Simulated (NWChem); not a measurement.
CH5CdN; SMILES [CH3][Cd][NH2]

```xyz
8

Cd     0.4720    -0.0482    -0.0006
C      0.5869     2.0465     0.0056
H     -0.0374     2.4641     0.8098
H      0.2276     2.4534    -0.9517
H      1.6228     2.3841     0.1588
N      0.5139    -2.0600    -0.0046
H      0.1538    -2.5121    -0.8431
H      0.0656    -2.5181     0.7867
```
Atoms are numbered in this order, from 1.

Level: PBE0/def2-SVP with def2 effective core potentials on Cd (NWChem), optimised geometry, unscaled harmonic frequencies. def2 effective core potentials on Cd; no spin-orbit coupling.

```csv
frequency (cm⁻¹),IR intensity (km/mol)
32,17.5
135,2.7
139,0.3
434,130.7
510,20.4
602,50.9
671,6.2
704,41.2
748,59.5
1186,0.1
1432,0.7
1432,0.5
1534,4.9
3062,11.1
3170,4.3
3174,4.5
3551,2.8
3646,6.3
```

| Property | Result |
|---|---|
| zero-point energy | 37.4 kcal/mol |
| thermal correction to the enthalpy at 298.15 K (with zero-point energy) | 41.8 kcal/mol |
| heat capacity Cv | 18.3 cal/(mol K) |
| entropy at 298.15 K and 1 atm (symmetry number 1) | 78.1 cal/(mol K) |

Rigid rotor and harmonic oscillator; modes under 100 cm⁻¹ make the entropy uncertain.
